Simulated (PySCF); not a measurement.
Simulation results for CH3AlClO, CH4AlO2

Computed with PySCF 2.14.0. Calculation on a computer-drawn molecule: the log of a Hartree-Fock and frozen-core CCSD(T) single point meant for a local Hartree-Fock minimum, with one planted fault or none, to be diagnosed. Offsets are logged minus clean, where the clean run is the same molecule without the fault. The reference is restricted for singlets and unrestricted otherwise, and also for a bond in bohr or an excited solution. Adding or removing an electron swaps singlet and doublet. The excited solution moves the top pair (singlet) or top alpha electron (doublet) to the lowest empty orbital. Highest occupied and lowest empty are orbital energies over both spins, largest force is the largest gradient component, triples share is (T) over the correlation energy, the T1 limit is 0.02 restricted and 0.045 unrestricted, electrons count all cores, a negative frequency is imaginary (commonest isotopes), and the dipole is about the centre of nuclear charge.

Common to all runs: meant basis cc-pV(D+d)Z; logged SCF converged yes; logged CC converged yes; logged SCF stable within its kind yes; possible faults no fault, one electron removed, one electron added, multiplicity raised by two, geometry at a saddle point, SCF held on an excited solution, minimal basis STO-3G, one bond length entered in bohr, all coordinates scaled.

(1) 
```xyz
7
formula=CH3AlClO meant_charge=1 meant_multiplicity=1 logged_electrons=46 logged_basis_functions=89 logged_spin_squared=0 logged_highest_occupied=-18.229 logged_lowest_empty=-4.7693 logged_largest_force=0.01598 logged_T1_diagnostic=0.013635 logged_D1_diagnostic=0.038056 logged_triples_share=0.024046 logged_dipole_magnitude=1.4454 logged_energy_HF=-815.73651 logged_energy_CCSD(T)=-816.28267 planted_fault=all_coordinates_scaled,by_-2.0_% HF_energy_offset_from_clean_run=2.084 CCSD(T)_energy_offset_from_clean_run=4.33
C     -3.2668     0.2445     0.4485
O     -2.7292     0.9533     1.5359
Al    -2.1362     1.7350     2.7348
Cl    -1.3835     2.7273     4.2565
H     -3.6733     0.9477    -0.2379
H     -2.4830    -0.3135    -0.0044
H     -4.0255    -0.4033     0.8169
```

Units: logged_highest_occupied, logged_lowest_empty in eV; logged_largest_force in hartree/bohr; logged_dipole_magnitude in debye; logged_energy_HF, logged_energy_CCSD(T) in hartree; HF_energy_offset_from_clean_run, CCSD(T)_energy_offset_from_clean_run in kcal/mol.

Drawn bonds:
```tsv
atom	other atom	order
1	2	1
2	3	1
3	4	1
1	5	1
1	6	1
1	7	1
```

(2) 
```xyz
7
formula=CH3AlClO meant_charge=1 meant_multiplicity=1 logged_electrons=45 logged_basis_functions=89 logged_spin_squared=0.7615 logged_highest_occupied=-23.462 logged_lowest_empty=-14.08 logged_largest_force=0.1118 logged_T1_diagnostic=0.04141 logged_D1_diagnostic=0.24939 logged_triples_share=0.027065 logged_dipole_magnitude=7.9968 logged_energy_HF=-815.14901 logged_energy_CCSD(T)=-815.66954 planted_fault=one_electron_removed HF_energy_offset_from_clean_run=370.7 CCSD(T)_energy_offset_from_clean_run=389.1
C     -3.3335     0.2495     0.4577
O     -2.7849     0.9727     1.5672
Al    -2.1798     1.7704     2.7906
Cl    -1.4117     2.7829     4.3434
H     -3.7482     0.9670    -0.2428
H     -2.5336    -0.3199    -0.0045
H     -4.1076    -0.4116     0.8336
```

Units: logged_highest_occupied, logged_lowest_empty in eV; logged_largest_force in hartree/bohr; logged_dipole_magnitude in debye; logged_energy_HF, logged_energy_CCSD(T) in hartree; HF_energy_offset_from_clean_run, CCSD(T)_energy_offset_from_clean_run in kcal/mol.

Drawn bonds:
```tsv
atom	other atom	order
1	2	1
2	3	1
3	4	1
1	5	1
1	6	1
1	7	1
```

(3) 
```xyz
8
formula=CH4AlO2 meant_charge=1 meant_multiplicity=1 logged_electrons=39 logged_basis_functions=85 logged_spin_squared=0.7596 logged_highest_occupied=-5.6023 logged_lowest_empty=2.4006 logged_largest_force=0.074564 logged_T1_diagnostic=0.015907 logged_D1_diagnostic=0.049769 logged_triples_share=0.024198 logged_dipole_magnitude=0.34403 logged_energy_HF=-431.86479 logged_energy_CCSD(T)=-432.47127 planted_fault=one_electron_added HF_energy_offset_from_clean_run=-118 CCSD(T)_energy_offset_from_clean_run=-127.7
C     -1.1489    -1.3268     1.9744
O     -1.6911    -1.3554     0.6496
Al    -2.2899    -1.3882    -0.8149
O     -2.8909    -1.4211    -2.2843
H     -0.0699    -1.2379     1.8989
H     -1.4225    -2.2504     2.4743
H     -1.5676    -0.4716     2.4951
H     -3.2473    -1.4409    -3.1570
```

Units: logged_highest_occupied, logged_lowest_empty in eV; logged_largest_force in hartree/bohr; logged_dipole_magnitude in debye; logged_energy_HF, logged_energy_CCSD(T) in hartree; HF_energy_offset_from_clean_run, CCSD(T)_energy_offset_from_clean_run in kcal/mol.

Drawn bonds:
```tsv
atom	other atom	order
1	2	1
2	3	1
3	4	1
1	5	1
1	6	1
1	7	1
4	8	1
```

(4) 
```xyz
8
formula=CH4AlO2 meant_charge=1 meant_multiplicity=1 logged_electrons=37 logged_basis_functions=85 logged_spin_squared=0.7616 logged_highest_occupied=-25.008 logged_lowest_empty=-14.081 logged_largest_force=0.13735 logged_T1_diagnostic=0.041397 logged_D1_diagnostic=0.24729 logged_triples_share=0.023601 logged_dipole_magnitude=2.8413 logged_energy_HF=-431.08905 logged_energy_CCSD(T)=-431.6499 planted_fault=one_electron_removed HF_energy_offset_from_clean_run=368.8 CCSD(T)_energy_offset_from_clean_run=387.8
C     -1.1489    -1.3268     1.9744
O     -1.6911    -1.3554     0.6496
Al    -2.2899    -1.3882    -0.8149
O     -2.8909    -1.4211    -2.2843
H     -0.0699    -1.2379     1.8989
H     -1.4225    -2.2504     2.4743
H     -1.5676    -0.4716     2.4951
H     -3.2473    -1.4409    -3.1570
```

Units: logged_highest_occupied, logged_lowest_empty in eV; logged_largest_force in hartree/bohr; logged_dipole_magnitude in debye; logged_energy_HF, logged_energy_CCSD(T) in hartree; HF_energy_offset_from_clean_run, CCSD(T)_energy_offset_from_clean_run in kcal/mol.

Drawn bonds:
```tsv
atom	other atom	order
1	2	1
2	3	1
3	4	1
1	5	1
1	6	1
1	7	1
4	8	1
```

(5) 
```xyz
7
formula=CH3AlClO meant_charge=0 meant_multiplicity=2 logged_electrons=47 logged_basis_functions=89 logged_spin_squared=0.7527 logged_highest_occupied=-9.1447 logged_lowest_empty=0.68058 logged_largest_force=3.708e-05 logged_lowest_frequency=64.05 logged_T1_diagnostic=0.014368 logged_D1_diagnostic=0.048074 logged_triples_share=0.024262 logged_dipole_magnitude=1.5676 logged_energy_HF=-815.99915 logged_energy_CCSD(T)=-816.55126 planted_fault=no_fault HF_energy_offset_from_clean_run=0 CCSD(T)_energy_offset_from_clean_run=0
C     -2.8371    -0.0313    -0.8765
O     -1.9088     0.6178    -0.0618
Al    -0.3818     0.5291     0.6014
Cl     0.8218    -1.1784     0.1671
H     -3.0908     0.6035    -1.7276
H     -3.7509    -0.2284    -0.3127
H     -2.4494    -0.9810    -1.2539
```

Units: logged_highest_occupied, logged_lowest_empty in eV; logged_largest_force in hartree/bohr; logged_lowest_frequency in cm⁻¹; logged_dipole_magnitude in debye; logged_energy_HF, logged_energy_CCSD(T) in hartree; HF_energy_offset_from_clean_run, CCSD(T)_energy_offset_from_clean_run in kcal/mol.

Drawn bonds:
```tsv
atom	other atom	order
1	2	1
2	3	1
3	4	1
1	5	1
1	6	1
1	7	1
```
